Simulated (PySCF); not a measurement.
AuCl (SMILES [Cl][Au]), singlet, at a GFN2-xTB geometry (such geometries of metal compounds can be far from the true shape) (core potentials on Au). Base run: B3LYP/def2-TZVP in PySCF.

Input for PySCF:
```python
from pyscf import gto, scf, dft

mol = gto.Mole()
mol.atom = '''
    Au   -0.00000000   -0.00000000   -0.39608010
    Cl    0.00000000    0.00000000    1.84060754
'''
mol.basis = 'def2-tzvp'
mol.ecp = {'Au': 'def2-tzvp'}
mol.verbose = 4
mol.build()

mf = dft.RKS(mol)
mf.xc = 'b3lyp'
mf.kernel()
```

Each row names what was changed in the base input (with any setting that the change needs).

| change | ΔE vs base (µEh) | fitting functions | dipole (D) | outcome |
|---|---|---|---|---|
| base | 0.0 | - | 3.68 | converged |
| auxbasis = default (with mf = mf.density_fit()) | -3.2 | 375 | 3.68 | converged |
| auxbasis = even-tempered beta=1.6 | 4.1 | 689 | 3.68 | converged |
| auxbasis = cc-pvtz-jkfit | - | - | - | input refused |
| auxbasis = def2-universal-jkfit | -3.2 | 375 | 3.68 | converged |
| auxbasis = even-tempered beta=2.0 | -218 | 483 | 3.68 | converged |
| only_dfj = on; auxbasis = def2-universal-jfit | -42.5 | 140 | 3.68 | converged |
| auxbasis = cc-pvqz-jkfit | - | - | - | input refused |
| auxbasis = def2-tzvp-ri | - | - | - | input refused |
| auxbasis = def2-svp-ri | - | - | - | input refused |

A fitting set is made for a task (jfit for Coulomb, jkfit for Coulomb and exchange, ri for correlation) and for a family of orbital bases.

- auxbasis = cc-pvtz-jkfit: ended with `pyscf.lib.exceptions.BasisNotFoundError: Basis set not found for Au in cc-pvtz-jkfit`
- auxbasis = cc-pvqz-jkfit: ended with `pyscf.lib.exceptions.BasisNotFoundError: Basis set not found for Au in cc-pvqz-jkfit`
- auxbasis = def2-tzvp-ri: ended with `pyscf.lib.exceptions.BasisNotFoundError: Basis set not found for Au in def2-tzvp-ri`
